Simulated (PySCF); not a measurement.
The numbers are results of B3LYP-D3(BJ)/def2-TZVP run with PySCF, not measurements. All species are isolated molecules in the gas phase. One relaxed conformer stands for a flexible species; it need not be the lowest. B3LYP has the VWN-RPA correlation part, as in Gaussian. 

Reference species (SMILES): `C(=N\[H])(/C)N` (neutral, multiplicity 1).

| Quantity | Result |
|---|---|
| HOMO | -6.76 eV |

Changed species: `C/N=C/N`.

Q: Give the shifts of the HOMO.

A: the HOMO rises by 0.30 eV, to -6.46 eV.
